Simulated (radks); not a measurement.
Problem. Tb2+, 63 electrons, occupied as [Xe] 4f9. Method: Dirac Kohn-Sham, PBE, spin-unpolarised, spherical densities, point nucleus; open shells fill j = l - 1/2 first; computed with a radial shooting solver on a logarithmic mesh with Libxc functionals. Some entries of the table are withheld. Estimate them.

orbital,occ.,eigenvalue (hartree),r(max) (bohr),<1/r> (bohr^-1)
1s1/2,2,-1904.329,0.01364,73.13
2s1/2,2,-315.9187,0.07766,17.48
2p1/2,2,(1),0.05859,17.45
2p3/2,4,(2),0.06451,15.35
3s1/2,2,-70.44807,0.2200,6.379
3p1/2,2,-63.62628,0.2073,6.293
3p3/2,4,-57.96188,0.2197,5.760
3d3/2,4,-46.22209,0.1744,5.640
3d5/2,6,-44.98636,0.1779,5.508
4s1/2,2,-14.35200,0.5051,2.664
4p1/2,2,-11.68038,0.5090,2.556
4p3/2,4,-10.42039,0.5356,2.374
4d3/2,4,-6.02474,0.5422,2.152
4d5/2,6,-5.79730,0.5508,2.107
5s1/2,2,-2.25193,1.184,1.004
5p1/2,2,-1.53447,1.294,0.8808
5p3/2,4,-1.37257,1.376,0.8172
4f5/2,6,-0.62871,0.5534,(3)
4f7/2,3,-0.59986,0.5587,(4)

Solution. 
(1) 2p1/2 eigenvalue (hartree): -300.2160
(2) 2p3/2 eigenvalue (hartree): -272.7776
(3) 4f5/2 <1/r> (bohr^-1): 1.521
(4) 4f7/2 <1/r> (bohr^-1): 1.498
